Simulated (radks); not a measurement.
Species: the osmium ion Os2+. Configuration: [Xe] 4f14 5d6 (the NIST ground configuration). All-electron calculation, Dirac Kohn-Sham, BLYP, spin-unpolarised, spherical densities, finite nucleus; open shells are shared between the two j in proportion to 2j + 1; Fermi nuclear charge, rms radius 5.4126 fm. Program: a radial shooting solver on a logarithmic mesh with Libxc functionals.

Radial electron density D(r) = 4 pi r^2 rho(r):

```
   r/bohr * D(r) (the largest magnitude, 139, reaches the edge; | marks zero)
 0.001021 |   *
 0.001362 |     *
 0.001817 |       *
 0.002423 |           *
 0.003258 |                 *
 0.004345 |                       *
 0.005795 |                               *
 0.007729 |                                     *
  0.01031 |                                         *
  0.01375 |                                          *
  0.01834 |                                       *
  0.02446 |                                     *
  0.03262 |                                          *
  0.04351 |                                                   *
  0.05803 |                                                      *
  0.07802 |                                              *
   0.1041 |                                          *
   0.1388 |                                                 *
   0.1851 |                                             *
   0.2469 |                            *
   0.3293 |                            *
   0.4392 |                              *
   0.5858 |                  *
   0.7814 |         *
    1.042 |      *
    1.401 |   *
    1.869 | *
    2.492 |*
    3.324 *
    4.434 *
    5.914 *
```

D(r) has 4 maxima, at r = 0.0121, 0.0544, 0.152, 0.399 bohr, and minima at 0.0235, 0.0984, 0.283 bohr, inside which lie 2.02, 11.13, 29.96 electrons.
